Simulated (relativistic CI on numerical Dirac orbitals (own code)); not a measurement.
**What each ingredient does to the levels of Sr¹⁷⁺**

Base calculation: Dirac-Coulomb-Breit CI, KLI orbitals optimised for each configuration, model QED (radiative potential, 1s self-energy scaled to tabulated hydrogen-like ionisation energies), unscaled Slater integrals.

Configurations in the expansion (outside the closed core [Ne]): 3s2.3p6.3d3, 3s2.3p5.3d4, 3s.3p6.3d4, 3s2.3p6.3d2.4s, 3s2.3p6.3d2.4p, 3s2.3p6.3d2.4d, 3s2.3p6.3d2.4f, 3s2.3p5.3d3.4s, 3s2.3p5.3d3.4p, 3s2.3p6.3d.4s.4p, 3s2.3p6.3d2.5s, 3s2.3p6.3d2.5p, 3s.3p6.3d3.4s, 3s2.3p6.3d2.5d, 3s2.3p6.3d.4p.4d, 3s2.3p6.3d2.5f, 3s2.3p6.3d2.5g, 3s.3p6.3d3.4p, 3s2.3p6.3d2.6s, 3p6.3d4.4p, 3s2.3p6.3d2.6p, 3s2.3p6.3d2.6d, 3p6.3d5, 3p5.3d6, 3s2.3p6.3d.4s2, 3s2.3p6.4s2.4p, 3s2.3p6.4s2.4d, 3s2.3p6.4s2.4f, 3s2.3p6.3d.4p2, 3s2.3p6.4s.4p2, 3s2.3p6.4p3, 3s2.3p6.4p2.4d, 3s2.3p6.4p2.4f, 3s2.3p6.3d.4s.4d, 3s2.3p6.4s.4p.4d, 3s2.3p6.4s.4d2, 3s2.3p6.4s.4d.4f, 3p6.3d4.4s, 3p5.3d5.4s, 3s2.3p6.3d.4d2, 3s2.3p6.4p.4d2, 3s2.3p6.4d3, 3s2.3p6.4d2.4f, 3s.3p6.3d2.4s2, 3s.3p6.3d.4s2.4p, 3s.3p6.3d.4s2.4d, 3s.3p6.3d.4s2.4f. Double excitations out of closed p, d and f shells are left out; levels of such configurations are missing from the list, as are those of other unlisted configurations, and high levels can miss mixing partners. These lack a partner that the ground configuration has and come out too high: 3s2.3p5.3d3.4p.

The lowest level and the first level of each name with at least 55 % of one term (blank where a level has no safe partner in the second run):

| Level | Base (cm⁻¹) | Shift (cm⁻¹) |
| --- | --- | --- |
| 3s2.3p6.3d3 4F_3/2 | 0 | 0 |
| 3s2.3p6.3d3 4F_5/2 | 8331 | +3 |
| 3s2.3p6.3d3 4F_7/2 | 17376 | +9 |
| 3s2.3p6.3d3 4F_9/2 | 26169 | +5 |
| 3s2.3p6.3d3 4P_3/2 | 51245 | +77 |
| 3s2.3p6.3d3 4P_1/2 | 53498 | +80 |
| 3s2.3p6.3d3 2G_7/2 | 61900 | -412 |
| 3s2.3p6.3d3 4P_5/2 | 66027 | +164 |
| 3s2.3p6.3d3 2P_1/2 | 82177 | -65 |
| 3s2.3p6.3d3 2H_11/2 | 88556 | -557 |
| 3s2.3p6.3d3 2H_9/2 | 90528 | -487 |
| 3s2.3p6.3d3 2D_5/2 | 93340 | +93 |
| 3s2.3p6.3d3 2P_3/2 | 103051 | +84 |
| 3s2.3p6.3d3 2F_7/2 | 128517 | -214 |
| 3s2.3p6.3d3 2F_5/2 | 130883 | -167 |
| 3s2.3p5.3d4 6D°_7/2 | 824652 | -1654 |
| 3s2.3p5.3d4 6D°_5/2 | 826050 | -1639 |
| 3s2.3p5.3d4 6D°_9/2 | 827071 | -1655 |
| 3s2.3p5.3d4 6D°_3/2 | 830640 | -1621 |
| 3s2.3p5.3d4 6D°_1/2 | 837568 | -1622 |
| 3s2.3p5.3d4 6F°_11/2 | 873200 | -1746 |
| 3s2.3p5.3d4 6F°_9/2 | 887984 | -1730 |

At this charge energies of transitions that change n are usually good to better than 1 %, and those within a shell (Δn = 0) to a few per cent. Terms inside the open d or f shell come out 10 to 20 % too wide with unscaled integrals.

One thing was changed in a second run, which moved the levels as shown. Which?
A. only the first 3 configurations
B. Breit term removed
C. non-relativistic limit
D. QED terms removed

A. Only the first 3 configurations. With fewer configurations the levels that remain lose their mixing partners.

LS names give the leading component of a level, which can be under half, so a name can repeat, a term be missing and a line seem to break the LS rules.
